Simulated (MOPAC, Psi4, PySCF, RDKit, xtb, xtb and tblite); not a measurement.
Two geometries of SMILES [SiH3]CCC=O, relaxed at GFN2-xTB with one dihedral held; other torsions can differ between them too.

Structure A

```
13

O     -1.3868    -1.2812     2.3565
C     -0.7032    -0.3623     2.0035
C     -0.7914     0.3413     0.6829
C     -1.1114     1.8209     0.9103
Si    -1.2225     2.8020    -0.7198
H      0.0610     0.0731     2.6808
H     -1.5585    -0.1316     0.0682
H      0.1736     0.2485     0.1785
H     -2.0544     1.8968     1.4547
H     -0.3454     2.2554     1.5558
H      0.0656     2.7020    -1.4096
H     -1.5207     4.1976    -0.4006
H     -2.2787     2.2294    -1.5540
```

Structure B

```
13

O     -1.7660    -0.8935    -1.1656
C     -1.8936    -0.3776    -0.0912
C     -0.8256     0.3627     0.6545
C     -1.3844     1.4673     1.5466
Si    -2.1819     2.8844     0.5502
H     -2.8521    -0.4468     0.4638
H     -0.0912     0.7506    -0.0539
H     -0.3171    -0.3912     1.2688
H     -2.1138     1.0338     2.2338
H     -0.5765     1.8606     2.1655
H     -1.1515     3.5154    -0.2752
H     -2.7358     3.8543     1.4954
H     -3.2416     2.3386    -0.2977
```

Which is lower in energy at the level DF-MP2 (frozen core)/cc-pVTZ // GFN2-xTB in Psi4 1.11, and by how much?

A is lower, by 1.19 kcal/mol (dihedral O1–C2–C3–C4: 120° in A, 150° in B).

E(B) − E(A) in kcal/mol at the other levels, on the same two geometries: GFN2-xTB (xtb and tblite) 0.26; MMFF94 // GFN2-xTB (RDKit) 0.42; PBE0/def2-TZVP // GFN2-xTB (Psi4) 1.20; PBE0-D3(BJ)/def2-TZVP // GFN2-xTB (Psi4) 0.93; PBE/def2-TZVP // GFN2-xTB (Psi4) 1.26; PBE-D3(BJ)/def2-TZVP // GFN2-xTB (Psi4) 0.99; wB97X-D/def2-TZVP // GFN2-xTB (Psi4) 0.89; HF/cc-pVTZ // GFN2-xTB (Psi4) 1.73; UFF // GFN2-xTB (RDKit) 1.03; PM6, restricted, heats of formation // GFN2-xTB (MOPAC) -0.63; PM7, restricted, heats of formation // GFN2-xTB (MOPAC) -0.91; GFN1-xTB // GFN2-xTB (xtb) 0.22; restricted B3LYP/6-31G*, spherical d // GFN2-xTB (PySCF) 1.31; restricted Hartree-Fock/3-21G // GFN2-xTB (PySCF) 1.26; restricted Hartree-Fock/6-31G*, spherical d // GFN2-xTB (PySCF) 1.52; restricted Hartree-Fock/LANL2DZ, with its core potentials past Ne // GFN2-xTB (PySCF) 1.58.
